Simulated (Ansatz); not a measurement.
System: sum formula SiNH₄, charge -1, multiplicity 1. It need not be the lowest isomer of its formula. Whether it binds its extra electron was not tested at this geometry. 
Coordinates optimised at B3LYP-D3(BJ)/def2-TZVP (Ansatz, a program for electronic structure):
SMILES: N[SiH2-]
```xyz
6

Si    -0.6562     0.1694     0.0811
N      1.1397    -0.0648    -0.2695
H     -1.1817    -0.9758    -0.8145
H     -0.8400    -0.6830     1.3780
H      1.6889     0.6811     0.1400
H      1.5414    -0.9412     0.0480
```
Charge -1, spin multiplicity 1.

Total electronic energies in hartree. Cores are frozen in the correlated levels unless marked. Spin-orbit coupling is left out. No relativistic terms. Basis-set limits of correlation are two-point, X^-3; Hartree-Fock from the larger set.

```
level                                                program  energy (Eh)
--------------------------------------------  --------------  -----------
r2SCAN-D3(BJ)/def2-TZVPD                      Ansatz + dftd3   -346.62091
r2SCAN-D4/def2-TZVPD                          Ansatz + dftd4   -346.62105
r2SCAN0/def2-TZVPD                                    Ansatz   -346.60798
B2GP-PLYP/def2-TZVPD                                  Ansatz   (withheld)
RI-MP2/cc-pV(T+d)Z                                    Ansatz   -346.07799
RI-MP2/def2-QZVPPD                                    Ansatz   -346.12153
SCS-MP2/STO-3G                                        Ansatz   -341.53238
CCSD/cc-pV(D+d)Z                                      Ansatz   -346.00004
CCSD(T)/CBS(aug-cc-pV(T+d)Z,aug-cc-pV(Q+d)Z)          Ansatz    -346.1782
```

Question: Complete the blanks.

Answer: 
- B2GP-PLYP/def2-TZVPD, energy (Eh): -346.45642
